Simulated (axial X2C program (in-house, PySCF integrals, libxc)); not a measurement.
**Spectroscopic constants of RuSi⁺**

Calculated with an in-house relativistic program for diatomic molecules. Spin-free means the one-electron spin-free X2C Hamiltonian; two-component (2c) means X2C with spin–orbit coupling and atomic mean-field two-electron Coulomb and Gaunt terms, so the difference of the two also holds small scalar two-electron terms. Basis: Ru dyall-cv3z [12s12p8d5f3g], Si dyall-v3z [8s7p2d1f] (cores contracted in-house); Gaussian nuclei, density fitting, unrestricted open shells. Masses: Ru 101.904 u, Si 27.977 u.

Input file and command:
```json
{"zs": [44, 14], "q": 1, "bas": ["dyall-cv3z", "dyall-v3z"], "levels": ["PBE0", "HF", "r2SCAN"], "cc": true, "r0": 2.41, "thr": -2.0, "nmax": 90, "npts": 10, "nst": 2, "ntry": 6}
```
```bash
python so2c.py task.json out
```

Keys: zs atomic numbers; q charge; bas basis sets; levels methods; cc coupled cluster on or off; r0 starting distance in Å; thr threshold in hartree for freezing inner shells (an s shell follows its p shell); nmax most natural virtual spinors; npts points on the curve; nst determinants followed; ntry starts of the search. HF also brings MP2.

State, spin-free: M_S = 1/2, Λ = 2 (beyond evenly filled blocks: δ+α, δ+β, δ-α); electrons by block: σα: 13, σβ: 13, π+α: 6, π+β: 6, π-α: 6, π-β: 6, δ+α: 2, δ+β: 2, δ-α: 2, δ-β: 1. Fragments: Ru+ + Si.

State, 2c: Ω = 5/2 (⟨Sz⟩ = 0.50, ⟨Lz⟩ = 2.00 at PBE0); electrons by block: 1/2: 19, -1/2: 19, 3/2: 8, -3/2: 8, 5/2: 2, -5/2: 1. Fragments: Ru+ + Si.

| Hamiltonian | level | Re (Å) | ωe (cm⁻¹) | Be (cm⁻¹) | αe (cm⁻¹) | De (eV) | D0 (eV) | k (mdyn/Å) | μ (D) |
| --- | --- | --- | --- | --- | --- | --- | --- | --- | --- |
| spin-free | PBE0 | 2.061 | 504.8 | 0.1807 | 0.00103 | 3.89 | 3.86 | 3.3 | 1.09 |
| spin-free | r2SCAN | 2.067 | 518.3 | 0.1797 | 0.000888 | 4.09 | 4.06 | 3.47 | 0.93 |
| 2c | PBE0 | 2.062 | 503.7 | 0.1806 | 0.00104 | n/a | n/a | 3.28 | 1.08 |
| 2c | r2SCAN | 2.068 | 517.8 | 0.1796 | 0.000888 | n/a | n/a | 3.47 | 0.92 |

Dipoles are positive if Si is the positive end and refer to the centre of mass.

De is counted from the lowest determinant-based energies of the atoms at the same level, without counterpoise correction. De is not given where an atomic determinant may have missed its ground term or J level, or where the truncated virtual space spoils (T). Density functionals use the spin component along the axis (collinear). The functionals have no current-density term, which raises determinants with orbital currents, atoms included. The state is one determinant with fixed occupations, lowest in a PBE0 search at one distance only: followed along the bond, the spin-free determinant M_S = 3/2, Λ = 0 reaches 0.04 eV lower at PBE0, at Re = 2.140 Å, so the state shown is not the lowest. At some level and bond length an empty orbital lies below a filled one. The determinant is spin-polarised beyond a pure state at some levels (its spin-free form has ⟨S²⟩ too high), which makes Re and μ there less reliable.

No reliable constants came from CCSD (2c), CCSD (spin-free), CCSD(T) (2c), CCSD(T) (spin-free), HF (2c), HF (spin-free), MP2 (2c), MP2 (spin-free): no minimum in range, unconverged points, a curve that is not smooth, a change of character along it, or the two Hamiltonians disagreeing along it.

Rough cost a point (2c) on 1 thread(s) of a shared host, integrals apart: PBE0 0.9 s, r2SCAN 0.8 s.

The whole task took 4 min on 1 thread of Arm Neoverse V2 (shared host).
